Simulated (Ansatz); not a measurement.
**How basis sets differ on SiH2Br2 (dibromosilane)**

SiH2Br2 has 5 atoms, charge 0, and is taken as a singlet. SMILES: `Br[SiH2]Br`. Geometry: relaxed at PBE0-D4/def2-TZVP.

| atom | x (Å) | y (Å) | z (Å) |
| --- | --- | --- | --- |
| Br | -1.6727 | -1.2393 | 0.3623 |
| Si | 0.1582 | -0.0463 | 0.0547 |
| Br | -0.2956 | 1.8142 | -1.0420 |
| H | 1.1034 | -0.8432 | -0.7517 |
| H | 0.7066 | 0.3146 | 1.3767 |

Quantity: the vertical ionisation energy (to the doublet cation), in eV. The values are calculated.

```
              level  kind  program  value (eV)  CPU time (all runs)
RPA@PBE/aug-pcseg-0   RPA   Ansatz       10.11                 44 s
   RPA@PBE/def2-SVP   RPA   Ansatz       10.21                 82 s
RPA@PBE/aug-pcseg-1   RPA   Ansatz       10.41                 88 s
RPA@PBE/aug-pcseg-2   RPA   Ansatz       10.63              3.2 min
```

All-electron rows without a relativistic Hamiltonian named are non-relativistic. Spin-orbit coupling, which can split open shells on such heavy atoms by tenths of an eV, is left out. The values span 10.11 to 10.63 eV. CPU times are rough (shared hosts, several kinds of processor): they show what a rung costs within a factor of a few.
